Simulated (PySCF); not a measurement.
C5H15NP2.
Cartesian coordinates in Å at the PBE0-D3(BJ)/def2-SVP level; atoms count from 1:
```xyz
23
C5H15NP2 angstrom
C      2.7003   -0.4696   -0.7776
C      1.6894   -0.6576    0.3506
N      0.5683    0.2669    0.3772
C      0.9461    1.6120    0.7648
P     -0.5319    0.2400   -1.0018
C     -0.8042   -1.5785   -1.1511
C     -2.1293    0.6299   -0.1137
P     -2.5329    2.4503   -0.0874
H      3.5173   -1.2029   -0.6944
H      2.2311   -0.6002   -1.7662
H      3.1508    0.5344   -0.7575
H      1.3007   -1.6878    0.3308
H      2.2053   -0.5595    1.3223
H      1.6023    2.1357    0.0390
H      0.0518    2.2390    0.9034
H      1.4733    1.5780    1.7326
H     -1.0275   -2.0464   -0.1790
H      0.0673   -2.0713   -1.6054
H     -1.6579   -1.7289   -1.8289
H     -2.9275    0.0561   -0.6100
H     -2.0287    0.2679    0.9227
H     -3.9175    2.3322    0.2497
H     -2.7942    2.5953   -1.4841
```

The closed-shell ground state was solved at several levels (PySCF, density fitting, gas phase, non-relativistic).

| level | basis functions | HOMO (eV) | LUMO (eV) | gap (eV) | dipole (D) |
| --- | --- | --- | --- | --- | --- |
| KT3/pcSseg-1 | 225 | -4.49 | -0.37 | 4.12 | 1.62 |
| PBE0/pcSseg-1 | 225 | -5.56 | 0.52 | 6.08 | 1.73 |

Estimate the row for PBE0/def2-SVPD, a basis of 288 functions; the other rows only guide the guess.

HOMO -5.58 eV, LUMO 0.39 eV, gap 5.97 eV, dipole 1.81 D.

Over all these levels, which gives the widest orbital gap and which the narrowest?

PBE0/pcSseg-1 (global hybrid, 25 % exact exchange) has the widest, 6.08 eV, and KT3/pcSseg-1 (GGA) the narrowest, 4.12 eV. The two share the basis. From the narrowest to the widest the HOMO moves by -1.07 eV and the LUMO by +0.89 eV.

How far do the dipole and the HOMO energy spread over the levels?

The dipole runs from 1.62 to 1.81 D (mean 1.72 D) and the HOMO from -5.58 to -4.49 eV.

One conformer stands for the species.
